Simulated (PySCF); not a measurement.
Task: What does the PBE0-D3(BJ)/def2-SVP structure of `[SiH3][SiH2][SiH2]N([SiH3])[SiH3]` look like in three dimensions?

Result: 
```xyz
19
H13NSi5 angstrom
Si     2.3702    0.0314    0.7628
Si     1.6015   -1.6329   -0.7008
Si    -0.4237   -0.7762   -1.5330
N     -1.1021    0.3137   -0.3221
Si    -1.6819   -0.3689    1.1864
Si    -1.2827    2.0191   -0.6948
H      3.7442   -0.2638    1.2741
H      1.4434    0.1456    1.9312
H      2.3939    1.3435    0.0449
H      1.4187   -2.9248    0.0323
H      2.5841   -1.8477   -1.8104
H     -0.1534    0.0395   -2.7586
H     -1.3965   -1.8558   -1.8951
H     -0.9618   -1.6649    1.3934
H     -3.1507   -0.6509    1.1582
H     -1.3988    0.5583    2.3208
H     -2.4131    2.2746   -1.6410
H     -1.5558    2.7426    0.5830
H     -0.0303    2.5437   -1.3175
```

Any rigid rotation of these coordinates is as good. Atoms count from 1 in this order. Si3 (SiH2 silicon) is tetrahedral (angles from 107.1° to 112.5°). Si1 (SiH3 silicon) is tetrahedral (angles from 108.5° to 112.0°). Si5 (SiH3 silicon) is tetrahedral (angles from 107.3° to 112.4°). Of the pairs four or more bonds apart, Si1···Si5 is among the closest relative to their van der Waals radii: 4.09 Å, 97 % of the sum of Bondi's values.

Bonds between heavy atoms (Å): Si1–Si2 2.346, Si2–Si3 2.351, Si3–N4 1.765, N4–Si5 1.754, N4–Si6 1.755.

Method: PBE0-D3(BJ)/def2-SVP geometry optimisation, gas phase (PySCF 2.14.0).

Point group: C1 (no symmetry element, even within 0.4 Å). PBE0-D3(BJ)/def2-SVP frequencies: not computed here. The numbers are those of one conformer (Si1–Si2–Si3–N4 -27°, Si2–Si3–N4–Si5 -68°).

The run took 4.2 min of wall time on an x86-64 server with one thread (shared host). This is the geometry optimisation.
